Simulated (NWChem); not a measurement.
System: CH4BCl; SMILES CBCl

NWChem input:

```
start job
memory heap 200 mb stack 900 mb global 1100 mb
geometry units angstroms noautosym nocenter noautoz
  B     -0.595909     0.437833     0.001715
  H     -1.802452     0.481474     0.002786
  Cl     0.107839    -1.170148     0.000349
  C      0.283635     1.718944     0.001938
  H      0.014425     2.337972     0.876459
  H      0.020193     2.335336    -0.876166
  H      1.366967     1.538920     0.005829
end
basis spherical
  * library 6-31g*
end
dft
  xc hfexch
  iterations 150
  mulliken
end
task dft energy
esp
  recalculate
  probe 0.07
  range 0.3
  factor 1.0
  spacing 0.02
end
task esp
```

Parts of the log:

```
             Northwest Computational Chemistry Package (NWChem) 7.3.0
             --------------------------------------------------------

                             Geometry "geometry" -> ""
                             -------------------------

 Output coordinates in angstroms (scale by  1.889725989 to convert to a.u.)

  No.       Tag          Charge          X              Y              Z
 ---- ---------------- ---------- -------------- -------------- --------------
    1 B                    5.0000    -0.59590900     0.43783300     0.00171500
    2 H                    1.0000    -1.80245200     0.48147400     0.00278600
    3 Cl                  17.0000     0.10783900    -1.17014800     0.00034900
    4 C                    6.0000     0.28363500     1.71894400     0.00193800
    5 H                    1.0000     0.01442500     2.33797200     0.87645900
    6 H                    1.0000     0.02019300     2.33533600    -0.87616600
    7 H                    1.0000     1.36696700     1.53892000     0.00582900

 Effective nuclear repulsion energy (a.u.)      83.2191097207

  xc_inp: hfexch multiplicative factor not found.

                                 NWChem DFT Module
                                 -----------------

 Summary of "ao basis" -> "ao basis" (spherical)
 ------------------------------------------------------------------------------
       Tag                 Description            Shells   Functions and Types
 ---------------- ------------------------------  ------  ---------------------
 B                           6-31g*                  6       14   3s2p1d
 H                           6-31g*                  2        2   2s
 Cl                          6-31g*                  8       18   4s3p1d
 C                           6-31g*                  6       14   3s2p1d

            General Information
            -------------------
          SCF calculation type: DFT
          Wavefunction type:  closed shell.
          No. of atoms     :     7
          No. of electrons :    32
           Alpha electrons :    16
            Beta electrons :    16
          Charge           :     0
          Spin multiplicity:     1
          Use of symmetry is: off; symmetry adaption is: off
          Maximum number of iterations: 150
          AO basis - number of functions:    54
                     number of shells:    28
          Convergence on energy requested:  1.00D-06
          Convergence on density requested:  1.00D-05
          Convergence on gradient requested:  5.00D-04

              XC Information
              --------------
                     Hartree-Fock (Exact) Exchange  1.000

      Superposition of Atomic Density Guess
      -------------------------------------

 Sum of atomic energies:        -523.62985552

      Non-variational initial energy
      ------------------------------

 Total energy =    -524.917113
 1-e energy   =    -884.932244
 2-e energy   =     276.796021
 HOMO         =      -0.347135
 LUMO         =       0.021169

     ---------------------------------------------
      Total Density - Mulliken Population Analysis
     ---------------------------------------------

    Atom       Charge   Shell Charges
 -----------   ------   -------------------------------------------------------
    1 B    5     4.53   2.00  0.61  1.02  0.47  0.37  0.05
    2 H    1     1.01   0.50  0.52
    3 Cl  17    17.30   2.00  2.00  5.98  1.38  3.70  0.55  1.68  0.01
    4 C    6     6.91   2.00  0.73  2.13  0.69  1.34  0.02
    5 H    1     0.74   0.45  0.30
    6 H    1     0.74   0.45  0.30
    7 H    1     0.76   0.46  0.30

[...]

                     NWChem Electrostatic Potential Fit Module
                     -----------------------------------------

 Atom parameters

 Number of atoms is                                    7
 Number of basis functions is                         54

 Grid parameters

 Maximum number of grid points is                  32190
 Number of grid points is                          32189
 Grid range                                     0.300000 nm
 Grid spacing                                   0.020000 nm
 Probe radius                                   0.070000 nm
 Atom radius factor                             1.000000

 Atomic radii

    1    0.100000
    5    0.158000
    6    0.147000
   17    0.169000
 FASTESP  F
  using M.O. file = ./job.movecs

    Atom              Coordinates                           Charge

                                                  ESP

    1 B    -0.059591    0.043783    0.000172    0.575137
    2 H    -0.180245    0.048147    0.000279   -0.173159
    3 Cl    0.010784   -0.117015    0.000035   -0.284500
    4 C     0.028364    0.171894    0.000194   -0.324238
    5 H     0.001443    0.233797    0.087646    0.069600
    6 H     0.002019    0.233534   -0.087617    0.070150
    7 H     0.136697    0.153892    0.000583    0.067010
                                            ------------
                                               -0.000000

 Dipole moment                                  0.714957

 Quadrupole moment Qxx                          0.463895
                   Qyy                         -5.245033
                   Qzz                          4.781138

 RMS deviation kJ/mol                           0.068368

 RRMS %                                        37.275344
```

Level: Hartree-Fock/6-31G* (spherical d). Geometry: optimised at PBE0/def2-SVP.
